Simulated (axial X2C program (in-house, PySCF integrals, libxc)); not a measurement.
## Nb₂: from the spin-free to the two-component result

Computed with an axial X2C code built on PySCF integrals. Spin-free means the one-electron spin-free X2C Hamiltonian; two-component (2c) means X2C with spin–orbit coupling and atomic mean-field two-electron Coulomb and Gaunt terms, so the difference of the two also holds small scalar two-electron terms. Basis: Nb dyall-cv3z [11s12p9d5f3g] (cores contracted in-house); Gaussian nuclei, density fitting, unrestricted open shells. Masses: Nb 92.906 u.

Spin-free state: M_S = 1, Λ = 0 (beyond evenly filled blocks: δ+α, δ-α); fragments Nb + Nb.

```csv
level,Re (Å),ωe (cm⁻¹),De (eV)
PBEsol,2.059,466.0,5.343
```

Two-component determinant lowest at the distance of the search:

Ω = 1 (⟨Sz⟩ = 1.00, ⟨Lz⟩ = 0.00 at PBEsol); fragments Nb + Nb.

```csv
level,Re (Å),ωe (cm⁻¹)
PBEsol,2.056,469.0
```

Task: From the two tables, how do the constants change at the PBEsol level (2c against spin-free)?

Result: At the PBEsol level Re goes down by 0.003 Å and ωe goes up by 3.0 cm⁻¹.

One determinant describes the state; a PBE0 search over occupations chose it and may have missed a lower one. De is counted from the lowest determinant-based energies of the atoms at the same level, without counterpoise correction. De is not given where an atomic determinant may have missed its ground term or J level, or where the truncated virtual space spoils (T). Density functionals use the spin component along the axis (collinear). PBE0 can misorder states that lie within some tenths of an eV, so this need not be the ground state of the molecule. The nearest other spin-free determinant of the search, M_S = 0, Λ = 0, lies 0.39 eV up at the distance of the search. The functionals have no current-density term, which raises determinants with orbital currents, atoms included. With several unpaired electrons one determinant need not be a pure state. Open-shell Ω = 0 determinants with evenly filled partner blocks cannot be reached by this program, so the Ω shown need not be the lowest component. At some level and bond length an empty orbital lies below a filled one. Some points did not converge and are left out.
